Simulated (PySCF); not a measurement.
Si(Cl)2(OH)(SH) (Cl₂H₂OSSi), SMILES O[Si](S)(Cl)Cl. Geometry optimised at PBE0-D3(BJ)/def2-SVP. This is a generated structure with no PubChem entry under its InChIKey; it may be hypothetical. Other conformers were not sampled.

Computed with PBE0-D3(BJ)/def2-SVP (PySCF).

Harmonic wavenumbers (cm⁻¹): 110, 137, 186, 222, 224, 263, 306, 449, 598, 613, 755, 816, 951, 2709, 3911. Rotational constants (GHz): 1.835, 1.727, 1.269; symmetry number 1.

Q: Work out the zero-point energy and the ideal-gas rigid-rotor harmonic-oscillator thermochemistry at 298.15 K and 1 atm.

A: ZPE = ½ Σ hcν = ½ × 12251 cm⁻¹ = 17.51 kcal/mol. H − E(el) = 22.82 kcal/mol. Entropy in cal/(mol K): translation 40.91, rotation 28.77, vibration 17.51, total 87.19. G − E(el) = -3.17 kcal/mol. Cp = 25.87 cal/(mol K). Modes under 150 cm⁻¹ make the vibrational entropy uncertain.
